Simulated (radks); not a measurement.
Species: Si6+. Configuration: [He] 2s2 2p4.

All-electron calculation, scalar-relativistic Kohn-Sham, PBEsol, spin-polarised, spherical densities, finite nucleus; open shells are filled with parallel spins first; Fermi nuclear charge, rms radius 3.1224 fm. Program: a radial shooting solver on a logarithmic mesh with Libxc functionals.

Energy parts (Ry):
total: -543.70242
kinetic: 545.36174
electron-nucleus: -1216.44028
Hartree: 160.19928
exchange-correlation: -32.82316

Orbitals (lengths in bohr, moments of r in powers of bohr; r(max) is where P^2 peaks; r(90%) holds 90 % of the orbital's charge):
| orbital | occ. | eigenvalue (Ry) | r(90%) | <r> | r(max) |
|---|---|---|---|---|---|
| 1s up | 1 | -142.9386 | 0.199 | 0.1113 | 0.07271 |
| 1s down | 1 | -142.6516 | 0.198 | 0.1111 | 0.07264 |
| 2s up | 1 | -20.12607 | 0.825 | 0.5310 | 0.4385 |
| 2s down | 1 | -19.58191 | 0.834 | 0.5361 | 0.4411 |
| 2p up | 3 | -17.18254 | 0.794 | 0.4823 | 0.3653 |
| 2p down | 1 | -16.56404 | 0.807 | 0.4895 | 0.3691 |

The highest occupied level is 2p down at -225.37 eV. Spin moment in Bohr magnetons: 2. The density falls to 0.001 e/bohr^3 at r = 1.59 bohr.
